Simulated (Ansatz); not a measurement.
`F[SiH](F)O[SiH2]Cl` + H₂O → `O[SiH](F)O[SiH2]Cl` + H–F  (formal hydrolysis of the Si–F bond)

Calculated with Ansatz (gas phase, PBE0-D4/def2-TZVP geometries, no zero-point term in ΔE). CBS: MP2 limit from def2 TZ/QZ plus the TZ coupled-cluster correction, frozen cores. This one scheme is used for every species. DFT in def2-TZVPP. B3LYP here is the variant with VWN-RPA as its local correlation; programs differ in this. HSE06 is defined as in plane-wave codes. One conformer a species, not always the lowest.

| level | ΔE (kJ/mol) | difference from CCSD(T)/CBS |
| --- | --- | --- |
| LDA (SPW92) | 29.0 | -7.5 |
| PBE-D4 | 33.4 | -3.1 |
| revPBE-D4 | 31.7 | -4.8 |
| BLYP-D4 | 35.7 | -0.8 |
| r2SCAN-D4 | 37.4 | 0.9 |
| B97M-V | 40.1 | 3.6 |
| PBE0-D4 | 33.5 | -3.0 |
| r2SCANh-D4 | 36.9 | 0.4 |
| r2SCAN0-D4 | 36.3 | -0.2 |
| HSE06-D4 | 33.5 | -3.0 |
| BHLYP-D4 | 37.1 | 0.6 |
| CAM-B3LYP-D4 | 36.9 | 0.4 |
| ωB97X-V | 36.0 | -0.5 |
| ωB97M-V | 35.4 | -1.1 |
| B2PLYP | 39.0 | 2.5 |
| PBE-QIDH | 35.0 | -1.5 |
| PBE | 36.7 | 0.2 |
| revPBE | 39.9 | 3.4 |
| BLYP | 42.7 | 6.2 |
| r2SCAN | 38.2 | 1.7 |
| PBE0 | 36.3 | -0.2 |
| B3LYP | 41.3 | 4.8 |
| r2SCANh | 37.8 | 1.3 |
| HSE06 | 36.1 | -0.4 |
| BHLYP | 41.2 | 4.7 |
| CAM-B3LYP | 39.9 | 3.4 |
| RPA@PBE/def2-TZVPP | 37.6 | 1.1 |
| HF/def2-SVP | 35.8 | -0.7 |
| MP2/def2-SVP | 30.3 | -6.2 |
| CCSD/def2-SVP | 32.5 | -4.0 |
| CCSD(T)/def2-SVP | 31.5 | -5.0 |
| HF/def2-TZVPP | 45.1 | 8.6 |
| MP2/def2-TZVPP | 34.3 | -2.2 |
| SCS-MP2/def2-TZVPP | 37.4 | 0.9 |
| CCSD/def2-TZVPP | 37.6 | 1.1 |
| HF/def2-QZVPP | 47.2 | 10.7 |
| MP2/def2-QZVPP | 35.4 | -1.1 |
| HF/CBS(def2) | 47.5 | 11.0 |
| MP2/CBS(def2) | 35.0 | -1.5 |
| CCSD/CBS(def2) | 38.3 | 1.8 |
| CCSD(T)/CBS | 36.5 | 0 |

Largest T1 diagnostic among the species: 0.011.

The D4 term adds −5.3 kJ/mol with B3LYP and −2.9 kJ/mol with PBE0; it sums over pairs of atoms, weighted by their polarisabilities, and B3LYP, whose exchange is more repulsive, gets the larger term. Leaving LDA and LC-ωPBE aside and taking each functional with its dispersion term where it has one, the values spread over 8.4 kJ/mol, from revPBE-D4 to B97M-V. LDA lies −7.7 kJ/mol from PBE without D4. In def2-TZVPP, CCSD(T) changes the Hartree–Fock value by −9.2 kJ/mol (the triples alone add −1.7 kJ/mol) and MP2 by −10.8 kJ/mol.

CCSD(T)/CBS has its own doubt, a few kJ/mol and more with outer-core shells, so smaller differences from it don't rank the levels.
